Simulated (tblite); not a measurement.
C3H3N2 (SMILES [c]1c[nH]cn1), doublet, geometry from GFN2-xTB; GFN1-xTB (tblite).

Here is a job for tblite.
```
$ tblite run mol.xyz --method gfn1 --charge 0 --spin 1 --json tblite.json --no-restart

# file mol.xyz
8

C      0.62144743    -1.03886727    -0.00704831
C      1.15265949     0.20944187     0.02891025
N      0.05451505     1.04591052     0.02172701
C     -1.04336427     0.24979233    -0.01753433
N     -0.70674734    -1.01313845    -0.03511281
H      2.15724996     0.57184534     0.05764149
H      0.07195203     2.05438155     0.04192068
H     -2.04803183     0.62216701    -0.03182727
```

The log (banner, timings and long lists left out):

```
xTB calculator
 | screened Coulomb repulsion
 | Coulomb electrostatics
 |  * isotropic Klopman-Ohno-Mataga-Nishimoto electrostatics
 |  * onsite third-order electrostatics
 | DFT-D3(BJ) dispersion correction

halogen bonding energy    0.0000000000000E+00 Eh
repulsion energy          1.9265521590298E-01 Eh
dispersion energy        -2.3664483329003E-03 Eh
number of electrons       2.5000000000000E+01 e
integral cutoff           1.9731147476801E+01 bohr

------------------------------------------------------------
  cycle        total energy    energy error   density error
------------------------------------------------------------
      1     -14.11950387715  -1.4309793E+01   6.8941092E-01
      2     -14.21115241191  -9.1648535E-02   4.0059845E-01
      3     -14.21113461524   1.7796662E-05   1.4906000E-01
      4     -14.21452995615  -3.3953409E-03   2.0577639E-02
      5     -14.21511317076  -5.8321461E-04   3.9564562E-03
      6     -14.21512297662  -9.8058657E-06   8.9628393E-04
      7     -14.21512354572  -5.6909690E-07   2.5451997E-04
      8     -14.21512358383  -3.8103677E-08   7.4321924E-05
      9     -14.21512358930  -5.4722786E-09   7.9548588E-06
------------------------------------------------------------

electronic energy        -1.4405412356867E+01 Eh
total energy             -1.4215123589297E+01 Eh

Post processing:
 | Mayer-Wiberg bond orders

[Info] JSON dump of results written to 'tblite.json'
```
